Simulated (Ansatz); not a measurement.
C$_{4}$H$_{10}$BBrO (SMILES CCOB(Br)CC), singlet, geometry from GFN2-xTB, with bond 13-11 at 1.4 times its length; Ansatz (an electronic-structure program) with CASSCF(4,6)/STO-3G.

Here is a job for Ansatz.
Ansatz 0.2 input:
```yaml
crystal:
  periodic: [false, false, false]
  atoms:
    - {symbol: B, position_ang: [-0.61667943, -0.21284441, -0.22612557]}
    - {symbol: Br, position_ang: [1.02509893, 0.78425512, -0.26567439]}
    - {symbol: C, position_ang: [-1.53371847, -0.24088049, -1.52597767]}
    - {symbol: C, position_ang: [-1.81333640, 1.14499371, -2.12196284]}
    - {symbol: H, position_ang: [-2.48196880, -0.73550977, -1.30527448]}
    - {symbol: H, position_ang: [-1.04157549, -0.84553059, -2.29575872]}
    - {symbol: H, position_ang: [-0.88437160, 1.64836689, -2.38355620]}
    - {symbol: H, position_ang: [-2.35003613, 1.76769007, -1.40851201]}
    - {symbol: H, position_ang: [-2.41823879, 1.05763667, -3.02157605]}
    - {symbol: O, position_ang: [-0.98221029, -0.87001063, 0.85361668]}
    - {symbol: C, position_ang: [-0.28410276, -1.00193247, 2.08031640]}
    - {symbol: C, position_ang: [0.67746048, -2.18136320, 2.03324052]}
    - {symbol: H, position_ang: [0.48644237, 0.29003835, 2.38969175]}
    - {symbol: H, position_ang: [-1.04722476, -1.15678063, 2.84888065]}
    - {symbol: H, position_ang: [1.45219834, -2.00836411, 1.28915457]}
    - {symbol: H, position_ang: [1.14814351, -2.30538815, 3.00419020]}
    - {symbol: H, position_ang: [0.14158705, -3.09255187, 1.77775250]}
basis:
  gaussian:
    orbitals: STO-3G
hamiltonian:
  xc: hf
magnetization: {spin_polarized: false}
correlation: {active_space: {window: {electrons: 4, orbitals: 6}}}
```

Task: Write the output that Ansatz gives for this input, abridged.

Result: 
```
Functional definition: HF
750 factors; integrals over basis functions are off by at most 7.2e-5 eV
mean field evaluation 1: about -76144.5295 eV, gradient 2.7e1 eV
mean field evaluation 2: about -76144.8693 eV, gradient 2.7e1 eV
mean field evaluation 4: about -76147.7242 eV, gradient 2.0e0 eV
mean field evaluation 8: about -76147.7417 eV, gradient 8.5e-5 eV
mean field -76147.74166448 eV, -2798.3778913765 hartree, gradient 1.6e-6 eV, S^2 0.000000; 0 other end points of the search recorded, 0 dependent functions left out
reference -76147.74166448 eV, -2798.3778913765 hartree; 41, 41 occupied and 17, 17 virtual orbitals, 750 factors
state -76149.28579337 eV, -2798.4346370666 hartree
2 active orbitals were swapped for others, from the solution at -76149.17020611 eV, -2798.4303893133 hartree to that at -76149.28579337 eV, -2798.4346370666 hartree; typed "places" are swapped only where nearly empty or full, and so, without "given_window_search", are "orbital_numbers", "shells" and a window whose orbitals a file names under [Active]
1 active orbitals were swapped for others, from the solution at -76149.28446126 eV, -2798.4345881123 hartree to that at -76149.28579337 eV, -2798.4346370666 hartree; typed "places" are swapped only where nearly empty or full, and so, without "given_window_search", are "orbital_numbers", "shells" and a window whose orbitals a file names under [Active]
Total energy: -76149.28579337 eV, -2798.4346370666 hartree
```
